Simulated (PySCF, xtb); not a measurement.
Te(Br)(SiH3) (BrH3SiTe), SMILES [SiH3][Te]Br.

GFN2-xTB run with xtb at its own geometry gives an orbital gap of 2.84 eV and a dipole moment of 6.17 D.

Geometry: PBE-D3(BJ)/def2-SVP. The structure was generated by enumeration, and PubChem lists no compound with its InChIKey, so it may never have been made. The def2 effective core potentials stand for the cores of Te; spin–orbit coupling is left out.

**Question.** What does PBE0/def2-TZVPD (PySCF) give? (Estimate from the structure and the level; the computed values follow.)

**Answer.** gap 3.61 eV (levels -6.61 and -3.00 eV), dipole 1.94 D.
